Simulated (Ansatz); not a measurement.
Consider the β-hydride elimination: `B[SiH](F)OC` → `B[SiH2]F` + `C=O`.

Computed with Ansatz on PBE0-D4/def2-TZVP structures; ΔE is electronic, products minus reactants. CBS: MP2 limit from def2 TZ/QZ plus the TZ coupled-cluster correction, frozen cores. This one scheme is used for every species. Functionals use def2-TZVPP. B3LYP here is the variant with VWN-RPA as its local correlation; programs differ in this. HSE06 is defined as in plane-wave codes. One conformer a species, not always the lowest.

`B[SiH](F)OC`:

Z-matrix (Å, degrees):
```
Si
F 1 1.606
O 1 1.631 2 111.3
B 1 2.010 2 109.5 3 115.1
H 1 1.489 2 104.4 3 -117.2
C 3 1.411 1 126.0 2 -77.6
H 4 1.195 1 122.6 2 130.0
H 4 1.195 1 119.7 2 -51.4
H 6 1.091 3 108.6 1 -150.4
H 6 1.096 3 111.6 1 -30.6
H 6 1.093 3 110.3 1 90.5
```

`B[SiH2]F`:

Z-matrix (Å, degrees):
```
Si
F 1 1.607
B 1 2.000 2 113.6
H 1 1.490 2 107.3 3 -121.7
H 1 1.490 2 107.3 3 121.8
H 3 1.197 1 118.1 2 179.8
H 3 1.194 1 124.1 2 -0.2
```

`C=O`:

```xyz
4

C     0.005    0.000    0.000
O    -1.187   -0.007    0.087
H     0.569    0.914   -0.277
H     0.614   -0.906    0.191
```

```json
{"level": "LDA (SPW92)", "ΔE (kJ/mol)": "247.5", "difference from CCSD(T)/CBS": "31.3"}
{"level": "PBE-D4", "ΔE (kJ/mol)": "204.7", "difference from CCSD(T)/CBS": "-11.5"}
{"level": "revPBE-D4", "ΔE (kJ/mol)": "196.1", "difference from CCSD(T)/CBS": "-20.1"}
{"level": "BLYP-D4", "ΔE (kJ/mol)": "192.2", "difference from CCSD(T)/CBS": "-24.0"}
{"level": "r2SCAN-D4", "ΔE (kJ/mol)": "218.2", "difference from CCSD(T)/CBS": "2.0"}
{"level": "B97M-V", "ΔE (kJ/mol)": "211.6", "difference from CCSD(T)/CBS": "-4.6"}
{"level": "PBE0-D4", "ΔE (kJ/mol)": "220.0", "difference from CCSD(T)/CBS": "3.8"}
{"level": "B3LYP-D4", "ΔE (kJ/mol)": "207.8", "difference from CCSD(T)/CBS": "-8.4"}
{"level": "r2SCANh-D4", "ΔE (kJ/mol)": "222.6", "difference from CCSD(T)/CBS": "6.4"}
{"level": "r2SCAN0-D4", "ΔE (kJ/mol)": "229.1", "difference from CCSD(T)/CBS": "12.9"}
{"level": "HSE06-D4", "ΔE (kJ/mol)": "219.7", "difference from CCSD(T)/CBS": "3.5"}
{"level": "BHLYP-D4", "ΔE (kJ/mol)": "224.6", "difference from CCSD(T)/CBS": "8.4"}
{"level": "ωB97X-V", "ΔE (kJ/mol)": "217.5", "difference from CCSD(T)/CBS": "1.3"}
{"level": "ωB97M-V", "ΔE (kJ/mol)": "216.2", "difference from CCSD(T)/CBS": "0.0"}
{"level": "PBE-QIDH", "ΔE (kJ/mol)": "226.3", "difference from CCSD(T)/CBS": "10.1"}
{"level": "revPBE", "ΔE (kJ/mol)": "175.3", "difference from CCSD(T)/CBS": "-40.9"}
{"level": "BLYP", "ΔE (kJ/mol)": "176.2", "difference from CCSD(T)/CBS": "-40.0"}
{"level": "r2SCAN", "ΔE (kJ/mol)": "216.1", "difference from CCSD(T)/CBS": "-0.1"}
{"level": "PBE0", "ΔE (kJ/mol)": "213.4", "difference from CCSD(T)/CBS": "-2.8"}
{"level": "B3LYP", "ΔE (kJ/mol)": "195.8", "difference from CCSD(T)/CBS": "-20.4"}
{"level": "r2SCANh", "ΔE (kJ/mol)": "220.3", "difference from CCSD(T)/CBS": "4.1"}
{"level": "r2SCAN0", "ΔE (kJ/mol)": "226.7", "difference from CCSD(T)/CBS": "10.5"}
{"level": "HSE06", "ΔE (kJ/mol)": "213.5", "difference from CCSD(T)/CBS": "-2.7"}
{"level": "BHLYP", "ΔE (kJ/mol)": "215.3", "difference from CCSD(T)/CBS": "-0.9"}
{"level": "CAM-B3LYP", "ΔE (kJ/mol)": "213.8", "difference from CCSD(T)/CBS": "-2.4"}
{"level": "LC-ωPBE", "ΔE (kJ/mol)": "220.6", "difference from CCSD(T)/CBS": "4.4"}
{"level": "RPA@PBE/def2-TZVPP", "ΔE (kJ/mol)": "194.9", "difference from CCSD(T)/CBS": "-21.3"}
{"level": "HF/def2-SVP", "ΔE (kJ/mol)": "189.2", "difference from CCSD(T)/CBS": "-27.0"}
{"level": "MP2/def2-SVP", "ΔE (kJ/mol)": "194.3", "difference from CCSD(T)/CBS": "-21.9"}
{"level": "CCSD/def2-SVP", "ΔE (kJ/mol)": "185.9", "difference from CCSD(T)/CBS": "-30.3"}
{"level": "CCSD(T)/def2-SVP", "ΔE (kJ/mol)": "182.7", "difference from CCSD(T)/CBS": "-33.5"}
{"level": "MP2/def2-TZVPP", "ΔE (kJ/mol)": "219.9", "difference from CCSD(T)/CBS": "3.7"}
{"level": "SCS-MP2/def2-TZVPP", "ΔE (kJ/mol)": "208.3", "difference from CCSD(T)/CBS": "-7.9"}
{"level": "CCSD/def2-TZVPP", "ΔE (kJ/mol)": "210.7", "difference from CCSD(T)/CBS": "-5.5"}
{"level": "CCSD(T)/def2-TZVPP", "ΔE (kJ/mol)": "209.6", "difference from CCSD(T)/CBS": "-6.6"}
{"level": "HF/def2-QZVPP", "ΔE (kJ/mol)": "198.2", "difference from CCSD(T)/CBS": "-18.0"}
{"level": "MP2/def2-QZVPP", "ΔE (kJ/mol)": "224.0", "difference from CCSD(T)/CBS": "7.8"}
{"level": "SCS-MP2/def2-QZVPP", "ΔE (kJ/mol)": "212.2", "difference from CCSD(T)/CBS": "-4.0"}
{"level": "MP2/CBS(def2)", "ΔE (kJ/mol)": "226.6", "difference from CCSD(T)/CBS": "10.4"}
{"level": "CCSD/CBS(def2)", "ΔE (kJ/mol)": "217.4", "difference from CCSD(T)/CBS": "1.2"}
{"level": "CCSD(T)/CBS", "ΔE (kJ/mol)": "216.2", "difference from CCSD(T)/CBS": "0"}
```

(1) What do rigid-rotor, harmonic-oscillator terms from PBE0-D4/def2-TZVP frequencies (298.15 K, 1 bar) make of the CCSD(T)/CBS value? (Estimate.)

Largest T1 diagnostic among the species: 0.015.

## Answers

(1) The calculation gave: ΔZPE = -22.3 kJ/mol, ΔH = +196.2 kJ/mol, ΔS = 143 J/(mol·K), ΔG = +153.6 kJ/mol.

Leaving LDA and LC-ωPBE aside and taking each functional with its dispersion term where it has one, the values spread over 36.9 kJ/mol, from BLYP-D4 to r2SCAN0-D4. LDA lies +50.4 kJ/mol from PBE without D4. From r2SCAN to r2SCAN0 (25 % exact exchange), in def2-TZVPP and without D4, ΔE moves by +10.6 kJ/mol. At CCSD(T), def2-SVP lies −33.5 kJ/mol from the extrapolated value and def2-TZVPP −6.6 kJ/mol.
